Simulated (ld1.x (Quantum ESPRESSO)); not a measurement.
Transferability test, TM potential for Ar (Z = 18)

```json
{
  "Element": "argon",
  "Generator": "ld1.x (Quantum ESPRESSO) 7.5",
  "Type": "norm-conserving Troullier–Martins (Kleinman–Bylander form)",
  "Functional": "PBE",
  "Relativity": "non-relativistic",
  "Frozen core": "[Ne]",
  "Valence charge": "8",
  "Reference configuration": "3s2 3p6",
  "Partial waves": "3p (bound): rc 1.05 bohr; 3d channel at -0.1 Ry: rc 0.85 bohr; 3s (bound): rc 0.80 bohr",
  "Local potential": "the s channel",
  "Core correction": "none"
}
```

Energies are relative to the spin-unpolarised reference configuration 3s2 3p6; without spin polarisation the order of configurations can differ from experiment.

```csv
valence configuration,charge,ΔE all-electron (eV),error AE − PS (meV)
3s2 3p3,+3,87.332,+178
3s1 3p6,+1,30.431,+55
3s2 3p2,+4,144.958,+440
3s2 3p5.5,+0.5,6.555,+1.7
```

Question: What are ΔE and the potential's error for 3s2 3p5?

Answer: ΔE = 16.074 eV all-electron; the error (AE − PS) is +9.0 meV.

Question: What are ΔE and the potential's error for 3s2 3p4?

Answer: ΔE = 44.745 eV all-electron; the error (AE − PS) is +55 meV.

Levels in the configuration 3s2 3p2:

```
level  all-electron (eV)  pseudo (eV)
   3s            -81.288      -81.142
   3p            -65.481      -65.123
```
